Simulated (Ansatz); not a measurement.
Program: Ansatz. Geometries: PBE0-D4/def2-TZVP. ΔE: electronic, gas phase. CCSD(T)/CBS adds triple-zeta CCSD(T) − MP2 to the extrapolated MP2 energy (def2 sets, frozen cores). This one scheme is used for every species. Functionals use def2-TZVPP. HSE06 is defined as in plane-wave codes. One conformer a species, not always the lowest.

`N=C(O)BN` + H₂ → `N=CBN` + H₂O  (hydrogenolysis of a C–O bond)

Is it downhill or uphill in electronic energy at CCSD(T)/CBS, and by how much? (Best estimate.)

Computed: Downhill: ΔE = -11.4 kJ/mol.

What do these levels give: BLYP-D4, ωB97M-V, BLYP, r2SCANh, HSE06, RPA@PBE/def2-TZVPP, HF/def2-SVP, MP2/def2-SVP, CCSD/def2-SVP, SCS-MP2/def2-TZVPP, SCS-MP2/def2-QZVPP, CCSD/CBS(def2)? (Estimate.)

The calculation gave: BLYP-D4 5.5, ωB97M-V 0.1, BLYP -2.3, r2SCANh 6.3, HSE06 -1.4, RPA@PBE/def2-TZVPP -8.7, HF/def2-SVP -8.5, MP2/def2-SVP 11.7, CCSD/def2-SVP 0.8, SCS-MP2/def2-TZVPP -9.0, SCS-MP2/def2-QZVPP -11.0, CCSD/CBS(def2) -16.6 kJ/mol.

What do rigid-rotor, harmonic-oscillator terms from PBE0-D4/def2-TZVP frequencies (298.15 K, 1 bar) make of the CCSD(T)/CBS value? (Estimate.)

Computed: ΔZPE = +14.1 kJ/mol, ΔH = +2.3 kJ/mol, ΔS = 39 J/(mol·K), ΔG = -9.3 kJ/mol.

Largest T1 diagnostic among the species: 0.014.

From r2SCAN to r2SCAN0 (25 % exact exchange), in def2-TZVPP and without D4, ΔE moves by −6.7 kJ/mol. In def2-TZVPP, CCSD(T) changes the Hartree–Fock value by +11.5 kJ/mol (the triples alone add +5.2 kJ/mol) and MP2 by +15.7 kJ/mol. Leaving LDA and LC-ωPBE aside and taking each functional with its dispersion term where it has one, the values, not all of them listed here, spread over 15.9 kJ/mol, from BHLYP-D4 to r2SCAN-D4. LDA lies +19.5 kJ/mol from PBE without D4.
